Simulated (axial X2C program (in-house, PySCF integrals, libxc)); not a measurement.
**Spectroscopic constants of TcSn**

All values were computed with an in-house all-electron X2C program for linear molecules (integrals from PySCF). Spin-free means the one-electron spin-free X2C Hamiltonian; two-component (2c) means X2C with spin–orbit coupling and atomic mean-field two-electron Coulomb and Gaunt terms, so the difference of the two also holds small scalar two-electron terms. Basis: Sn dyall-cv3z [11s12p9d4f1g], Tc dyall-cv3z [12s12p8d5f3g] (cores contracted in-house); Gaussian nuclei, density fitting, unrestricted open shells. Masses: Sn 119.902 u, Tc 98.907 u.

Input file and command:
```json
{
 "zs": [
  50,
  43
 ],
 "q": 0,
 "bas": [
  "dyall-cv3z",
  "dyall-cv3z"
 ],
 "levels": [
  "PBE0",
  "HF",
  "M06"
 ],
 "cc": true,
 "r0": 2.68,
 "thr": -1.0,
 "nmax": 90,
 "npts": 10,
 "nst": 2,
 "ntry": 6
}
```
```bash
python so2c.py task.json out
```

Keys: zs atomic numbers; q charge; bas basis sets; levels methods; cc coupled cluster on or off; r0 starting distance in Å; thr threshold in hartree for freezing inner shells (an s shell follows its p shell); nmax most natural virtual spinors; npts points on the curve; nst determinants followed; ntry starts of the search. HF also brings MP2.

State, spin-free: M_S = 3/2, Λ = 0 (beyond evenly filled blocks: σα, δ+α, δ-α); electrons by block: σα: 20, σβ: 19, π+α: 10, π+β: 10, π-α: 10, π-β: 10, δ+α: 4, δ+β: 3, δ-α: 4, δ-β: 3. Fragments: Sn + Tc.

State, 2c: Ω = 3/2 (⟨Sz⟩ = 1.50, ⟨Lz⟩ = 0.00 at PBE0); electrons by block: 1/2: 30, -1/2: 29, 3/2: 13, -3/2: 14, 5/2: 4, -5/2: 3. Fragments: Sn + Tc.

```json
{"Hamiltonian": "spin-free", "level": "PBE0", "Re (Å)": "2.534", "ωe (cm⁻¹)": "219.4", "De (eV)": "2.74", "D0 (eV)": "2.73", "k (mdyn/Å)": "1.54", "μ (D)": "1.97"}
{"Hamiltonian": "spin-free", "level": "M06", "Re (Å)": "2.531", "ωe (cm⁻¹)": "230.0", "De (eV)": "2.67", "D0 (eV)": "2.66", "k (mdyn/Å)": "1.69", "μ (D)": "0.20"}
{"Hamiltonian": "2c", "level": "PBE0", "Re (Å)": "2.534", "ωe (cm⁻¹)": "218.9", "De (eV)": "n/a", "D0 (eV)": "n/a", "k (mdyn/Å)": "1.53", "μ (D)": "1.95"}
```

Dipoles are positive if Tc is the positive end.

One determinant describes the state; a PBE0 search over occupations chose it and may have missed a lower one. Dissociation energies refer to the lowest single-determinant-based atoms at the same level and basis. De is not given where an atomic determinant may have missed its ground term or J level, or where the truncated virtual space spoils (T). Density functionals use the spin component along the axis (collinear). Without a current term, density functionals place determinants with orbital angular momentum somewhat too high. With several unpaired electrons one determinant need not be a pure state. This is the top spin component of a Σ state; components of lower Ω are not single determinants and can lie lower. The determinant is spin-polarised beyond a pure state at some levels (its spin-free form has ⟨S²⟩ too high), which makes Re and μ there less reliable. Under one Hamiltonian the search converged a single determinant, so lower ones may well exist.

No reliable constants came from HF (2c), HF (spin-free), M06 (2c), MP2 (2c), MP2 (spin-free): no minimum in range, unconverged points, a curve that is not smooth, a change of character along it, or the two Hamiltonians disagreeing along it.

Rough cost a point (2c) on 1 thread(s) of a shared host, integrals apart: PBE0 2.2 s.

The whole task took 4.6 min on 1 thread of Arm Neoverse V1, on a shared host.
